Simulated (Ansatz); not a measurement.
C7H13O, doublet, at a GFN2-xTB geometry; BLYP/6-311+G(2d,p) run with Ansatz (a first-principles code).

Input for Ansatz:
Ansatz 0.2 input:
```yaml
crystal:
  periodic: [false, false, false]
  atoms:
    - {symbol: C, position_ang: [3.52232991, 0.66285101, -0.39354789]}
    - {symbol: C, position_ang: [2.37129308, -0.02040165, 0.08164379]}
    - {symbol: O, position_ang: [2.44960854, -1.00475858, 0.81494325]}
    - {symbol: C, position_ang: [1.03620897, 0.54378716, -0.37482737]}
    - {symbol: C, position_ang: [-0.14252768, -0.24682305, 0.17932442]}
    - {symbol: C, position_ang: [-1.48279339, 0.31920213, -0.27865594]}
    - {symbol: C, position_ang: [-2.65912013, -0.47765574, 0.28020369]}
    - {symbol: C, position_ang: [-3.99728752, 0.08900245, -0.17818798]}
    - {symbol: H, position_ang: [3.44212481, 1.52236464, -1.03417648]}
    - {symbol: H, position_ang: [4.50094173, 0.31730357, -0.10946195]}
    - {symbol: H, position_ang: [1.01784679, 0.53862940, -1.46839005]}
    - {symbol: H, position_ang: [0.97822295, 1.58818388, -0.05527106]}
    - {symbol: H, position_ang: [-0.05047221, -1.28720028, -0.13932912]}
    - {symbol: H, position_ang: [-0.08999011, -0.24045208, 1.27001149]}
    - {symbol: H, position_ang: [-1.56813414, 1.35990349, 0.04485793]}
    - {symbol: H, position_ang: [-1.52843877, 0.30845446, -1.37081187]}
    - {symbol: H, position_ang: [-2.57493307, -1.51746749, -0.04305514]}
    - {symbol: H, position_ang: [-2.61459419, -0.46692568, 1.37139319]}
    - {symbol: H, position_ang: [-4.06920001, 0.06845602, -1.26364749]}
    - {symbol: H, position_ang: [-4.10888978, 1.11975654, 0.15182237]}
    - {symbol: H, position_ang: [-4.81997170, -0.49271167, 0.23079581]}
basis:
  gaussian:
    orbitals: 6-311+G_2d_p_.json
hamiltonian:
  xc: blyp
magnetization: {spin_polarized: true, initial_magnetization: 1}
```
The basis file holds 6-311+G(2d,p) in the JSON format of the Basis Set Exchange.

What the program printed (banner, timings and long lists left out):

```
Functional definition: BLYP
2092 factors; their error is unknown
mean field evaluation 1: about -9485.4434 eV, gradient 7.9e1 eV
mean field evaluation 2: about -9353.1949 eV, gradient 1.6e2 eV
mean field evaluation 4: about -9502.7790 eV, gradient 5.0e1 eV
mean field evaluation 8: about -9515.2815 eV, gradient 9.6e-1 eV
mean field evaluation 16: about -9515.2369 eV, gradient 2.4e-3 eV
mean field evaluation 32: about -9513.9255 eV, gradient 1.2e-5 eV
mean field -9515.23686199 eV, -349.6785050188 hartree, gradient 1.2e-5 eV, S^2 0.756178; 3 other end points of the search recorded, 0 dependent functions left out
reference -9515.23743777 eV, -349.6785261786 hartree; 32, 31 occupied and 262, 263 virtual orbitals, 2092 factors
Total energy: -9515.23743777 eV, -349.6785261786 hartree
```
